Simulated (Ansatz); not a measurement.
One geometry of (MoO3)4 (Mo4O12), several levels of theory.

```yaml
crystal:
  periodic: [false, false, false]
  atoms:
    - {symbol: O, position_ang: [3.359064, -0.725584, -1.831115]}
    - {symbol: Mo, position_ang: [1.743788, -1.175135, -1.603477]}
    - {symbol: O, position_ang: [1.451613, -2.516654, -2.592420]}
    - {symbol: O, position_ang: [1.427316, -1.588316, 0.213960]}
    - {symbol: Mo, position_ang: [0.407897, -1.831364, 1.785842]}
    - {symbol: O, position_ang: [1.396171, -2.177573, 3.115109]}
    - {symbol: O, position_ang: [-0.651495, -3.137510, 1.590170]}
    - {symbol: O, position_ang: [-0.574560, -0.240042, 2.053387]}
    - {symbol: Mo, position_ang: [-1.744971, 1.174476, 1.602643]}
    - {symbol: O, position_ang: [-3.360065, 0.723959, 1.829681]}
    - {symbol: O, position_ang: [-1.453851, 2.515910, 2.592011]}
    - {symbol: O, position_ang: [-1.428077, 1.588128, -0.214628]}
    - {symbol: Mo, position_ang: [-0.406959, 1.831990, -1.785289]}
    - {symbol: O, position_ang: [-1.393611, 2.181205, -3.114995]}
    - {symbol: O, position_ang: [0.653833, 3.136605, -1.586813]}
    - {symbol: O, position_ang: [0.573926, 0.239903, -2.054067]}
basis:
  gaussian: {orbitals: def2-TZVP, fitting: {mean_field: def2-universal-jkfit}, initial_orbitals: start.molden}
magnetization: {spin_polarized: true, initial_magnetization: 2}
hamiltonian: {xc: pbe, dispersion: d4}
scf: {omitted_lower_state_checks: [starts]}
output: {orbitals: {seedname: orbitals}}
```

The file start.molden holds the orbitals of an earlier run on this structure, at another level or in another basis.

```sh
$ ansatz run in.yaml --threads 2 --pin off --events-out ev --progress --plain --max-ram 31744MiB --backend cuda --devices 0, --max-vram 18GiB
```

Shortened log:

```
Functional definition: PBE
1944 factors; integrals over basis functions are off by at most 1.2e0 eV
mean field evaluation 1: about -31995.7989 eV, gradient 1.4e1 eV
mean field evaluation 2: about -31996.5074 eV, gradient 8.2e-1 eV
mean field evaluation 4: about -31996.5715 eV, gradient 1.1e0 eV
mean field evaluation 8: about -31996.8623 eV, gradient 2.8e-1 eV
mean field evaluation 16: about -31996.9032 eV, gradient 5.9e-3 eV
mean field -31996.90321656 eV, -1175.8645049287 hartree, gradient 1.8e-6 eV, S^2 2.004306; 0 other end points of the search recorded, 0 dependent functions left out
reference -31996.90335004 eV, -1175.8645098340 hartree; 77, 75 occupied and 455, 457 virtual orbitals, 1944 factors
Total energy: -31997.80323853 eV, -1175.8975801258 hartree
Checks for a lower state left out: starts
```

Run time 12 s (2 threads of AMD EPYC 7R13 on a shared host and a share (18 GiB) of an NVIDIA H100 80GB HBM3), peak host memory 1.2 GiB.

The first input with `hamiltonian: {xc: r2scan, dispersion: d4}` (abridged; 36 s):

```
Functional definition: r2SCAN
mean field evaluation 16: about -32009.6474 eV, gradient 4.8e-2 eV
mean field evaluation 32: about -32009.6506 eV, gradient 4.2e-2 eV
mean field -32009.65243490 eV, -1176.3330300610 hartree, gradient 2.7e-6 eV, S^2 2.011427
Total energy: -32009.90155098 eV, -1176.3421849081 hartree
Checks for a lower state left out: starts
```

The first input with `gaussian: {orbitals: def2-TZVP, fitting: {mean_field: def2-universal-jkfit}}`, `hamiltonian: {xc: pbe0, dispersion: d4}` (abridged; 11 s):

```
Functional definition: PBE0
mean field evaluation 16: about -31986.4794 eV, gradient 1.2e0 eV
mean field evaluation 32: about -31986.4863 eV, gradient 1.6e-3 eV
mean field -31986.48633839 eV, -1175.4816917167 hartree, gradient 6.2e-6 eV, S^2 2.030777
Total energy: -31987.28208993 eV, -1175.5109350464 hartree
Checks for a lower state left out: starts
```

Geometry: PBE-D4/def2-SVP, that of the neutral singlet.

In the def2 sets Mo takes a core potential; there is no spin–orbit coupling. Single mean-field runs in def2-TZVP are fitted with def2-universal-jkfit. At PBE-D4/def2-TZVP, r2SCAN-D4/def2-TZVP the gap within one spin of the charge 0 triplet nearly closes, so an electron or hole may be smeared out by delocalisation error. At PBE0-D4/def2-TZVP a singlet of charge 0 lies 3.54 eV below the triplet at the same geometry.
